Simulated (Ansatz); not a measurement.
Basis sets compared for SnHMe2Et (C₄H₁₂Sn). Total charge 0; singlet. Geometry B3LYP-D4/def2-SVP. Ansatz on 4 threads of Arm Neoverse V1 on a shared host; times are rough, and most runs start from earlier orbitals.

Cartesian coordinates in Å:
```
C -1.156 0.251 1.851
C -0.242 2.492 -0.753
C 1.160 -0.798 -0.633
C 0.946 -2.298 -0.418
Sn -0.620 0.410 -0.251
H -1.927 -0.191 -1.217
H -2.080 0.812 2.056
H -0.347 0.662 2.475
H -1.314 -0.803 2.127
H 0.032 2.585 -1.815
H 0.583 2.881 -0.139
H -1.140 3.099 -0.565
H 1.955 -0.413 0.028
H 1.485 -0.589 -1.666
H 1.867 -2.876 -0.609
H 0.632 -2.524 0.616
H 0.167 -2.699 -1.087
```

In the def2 sets Sn takes a core potential; there is no spin–orbit coupling. Another isomer (singlet) lies 0.36 eV lower at PBE0-D4/def2-TZVP; other spin states weren't run for this one.

Binding counts from free atoms (C triplet, Sn triplet, H doublet) in the same basis, without a counterpoise term.

| level | functions | energy (Eh) | HOMO (eV) | LUMO (eV) | binding per atom (eV) | wall time |
| --- | --- | --- | --- | --- | --- | --- |
| PBE-D4/def2-SVP | 142 | -373.5738 | -6.12 | 0.29 | 3.75 | 1.6 s |
| PBE0-D4/def2-SVP | 142 | -373.6252 | -7.31 | 1.20 | 3.72 | 2 s |

Question: Estimate the rows for PBE-D4/def2-TZVP (with forces), PBE0-D4/def2-TZVP.

Answer: 
| level | functions | energy (Eh) | HOMO (eV) | LUMO (eV) | binding per atom (eV) | wall time |
| --- | --- | --- | --- | --- | --- | --- |
| PBE-D4/def2-TZVP (with forces) | 246 | -373.7640 | -6.19 | -0.16 | 3.74 | 3.2 s |
| PBE0-D4/def2-TZVP | 246 | -373.8079 | -7.33 | 0.66 | 3.71 | 4.6 s |
